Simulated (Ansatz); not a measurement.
`FCC(F)(F)CCC1(F)CC(F)(F)CO1`. The state is a singlet with charge 0. Geometry PBE0-D4/def2-SVP.

```xyz
25

F    -0.205   -2.161    2.790
C    -0.999   -2.773    1.863
C    -1.973   -1.774    1.266
F    -2.957   -1.527    2.166
F    -2.559   -2.402    0.207
C    -1.380   -0.457    0.833
C    -0.295   -0.593   -0.221
C     0.160    0.748   -0.745
F    -0.934    1.395   -1.304
C     1.268    0.735   -1.795
C     2.060    2.000   -1.489
F     2.066    2.879   -2.514
F     3.356    1.705   -1.223
C     1.371    2.592   -0.257
O     0.638    1.524    0.296
H    -1.577   -3.582    2.339
H    -0.372   -3.198    1.064
H    -0.981    0.043    1.726
H    -2.211    0.154    0.451
H    -0.660   -1.184   -1.076
H     0.589   -1.101    0.194
H     1.920   -0.138   -1.664
H     0.865    0.748   -2.815
H     2.097    2.953    0.483
H     0.712    3.416   -0.574
```

(1) Estimate the orbital energies around the gap (eV) in Ansatz with HF/STO-3G, PBE-D4/def2-SVP, r2SCAN-D4/def2-TZVP, PBE0-D4/def2-SVP, PBE0-D4/def2-TZVP.

Results:

(1) 
```tsv
orbital	HF/STO-3G	PBE-D4/def2-SVP	r2SCAN-D4/def2-TZVP	PBE0-D4/def2-SVP	PBE0-D4/def2-TZVP
HOMO−13	-13.32	-9.91	-10.67	-12.00	-12.14
HOMO−12	-13.20	-9.65	-10.49	-11.88	-12.04
HOMO−11	-13.08	-9.35	-10.12	-11.48	-11.66
HOMO−10	-12.82	-9.20	-10.03	-11.43	-11.63
HOMO−9	-12.47	-9.14	-9.97	-11.30	-11.48
HOMO−8	-12.25	-9.04	-9.72	-10.96	-11.08
HOMO−7	-12.03	-8.89	-9.61	-10.83	-10.93
HOMO−6	-11.86	-8.75	-9.39	-10.63	-10.74
HOMO−5	-11.65	-8.69	-9.28	-10.37	-10.46
HOMO−4	-11.57	-8.33	-8.97	-10.21	-10.35
HOMO−3	-11.14	-8.19	-8.94	-10.17	-10.28
HOMO−2	-10.46	-7.63	-8.26	-9.48	-9.60
HOMO−1	-10.09	-7.43	-8.04	-9.23	-9.34
HOMO	-9.67	-6.93	-7.51	-8.72	-8.81
LUMO	13.06	0.50	0.52	1.39	0.82
LUMO+1	13.16	0.87	0.85	1.88	1.42
LUMO+2	13.89	1.04	1.08	2.05	1.62
LUMO+3	14.67	1.60	1.61	2.53	1.79
LUMO+4	14.82	1.69	1.70	2.68	2.01
LUMO+5	15.15	1.75	1.83	2.81	2.11
```
